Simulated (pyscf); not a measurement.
## `[OH][SiH2][SiH2]`, doublet

Gas-phase minimum from PySCF at ωB97X-D3(BJ)/def2-SVP, one conformer. HO–SiH₂–SiH₂• lies 22.3 kcal/mol over its isomer •H₂Si–O–SiH₃ (electronic energy, ωB97M-D3(BJ)/def2-TZVP). 

```
Si
O 1 1.6738
H 2 0.9629 1 116.67
H 1 1.4959 2 112.27 3 -66.85
H 1 1.4987 4 106.92 2 -121.44
Si 1 2.3165 4 108.92 5 -121.53
H 6 1.4932 1 114.68 4 175.29
H 6 1.4945 7 110.03 1 128.61
```
Charge 0, spin multiplicity 2.

Properties at ωB97X-D3(BJ)/def2-SVP:

```json
{
  "harmonic_wavenumbers_unscaled": "104, 177, 213, 393, 451, 514, 608, 735, 781, 860, 907, 958, 991, 2205, 2223, 2234, 2249, 3927 cm⁻¹",
  "zero_point_energy": "29.3 kcal/mol",
  "rotational_symmetry_number": "1",
  "Entropy of this conformer at 298 K and 1 atm, rigid rotor and harmonic oscillator, modes under 100 cm⁻¹ raised to 100": "321.9 J/(mol K)",
  "dipole_moment": "1.44 D",
  "Spin expectation value S2": "0.752"
}
```

Single-point totals, which compare only within one level (frozen core for MP2 and CC):

| level | total energy (hartree) |
|---|---|
| ωB97X-D3(BJ)/def2-TZVP | -657.31834 |
| PBE/def2-TZVP | -656.86421 |
| r²SCAN/def2-TZVP | -657.16197 |
| B3LYP-D3(BJ)/def2-TZVP | -657.31012 |
| PBE0-D3(BJ)/def2-TZVP | -656.92982 |
| M06-2X/def2-TZVP | -657.17291 |
| ωB97M-D3(BJ)/def2-TZVP | -657.34523 |
| UHF/def2-TZVPP | -655.69704 |
| MP2/def2-TZVPP | -656.16906 |
| CCSD/def2-TZVPP | -656.21088 |
| CCSD(T)/def2-TZVPP | -656.22841 |

Soft torsions are taken as harmonic, which can shift the entropy by several J/(mol K). The CCSD(T) − MP2 part came from Ansatz, without density fitting, on the same reference.
